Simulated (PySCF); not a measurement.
# How methods differ on the ionisation energy of Hf⁵²⁺

Hf⁵²⁺ [Ar] 3d2 (3F) → Hf⁵³⁺ [Ar] 3d1 (2D), as a difference of total energies. Calculation: PySCF 2.14, in an even-tempered Gaussian basis (16 s from 13 bohr⁻², ratio 2.5; 10 p from 17 bohr⁻², ratio 2.5; 7 d from 17 bohr⁻², ratio 2.5; 4 f from 58 bohr⁻², ratio 2.7; 3 g from 86 bohr⁻², ratio 2.7); the non-relativistic Hamiltonian (point nucleus). Correlated levels: outer shells: [Ne] frozen; virtual orbitals above 40 to 60 times the deepest correlated orbital energy dropped. The calculations carry no spin-orbit coupling.

```json
{"method": "UHF", "ionisation energy (eV)": "4797.2"}
{"method": "LDA", "ionisation energy (eV)": "4795.2"}
{"method": "PBE", "ionisation energy (eV)": "4796.4"}
{"method": "PBE0", "ionisation energy (eV)": "4797.0"}
{"method": "r2SCAN", "ionisation energy (eV)": "4799.1"}
{"method": "M06-2X", "ionisation energy (eV)": "4796.2"}
{"method": "B2PLYP", "ionisation energy (eV)": "4797.1"}
{"method": "MP2 (outer shells)", "ionisation energy (eV)": "4796.1"}
{"method": "SCS-MP2 (outer shells)", "ionisation energy (eV)": "4796.0"}
```

Spin-orbit coupling is strong in these open shells (close to jj coupling). The scalar numbers leave it out and a first-order estimate fails, so it can dominate the gap to the real levels.

The gap to the reference is mostly relativistic.

For comparison: 4846 ± 4 eV (theoretical estimate listed by NIST; NIST Atomic Spectra Database, ionization energies).
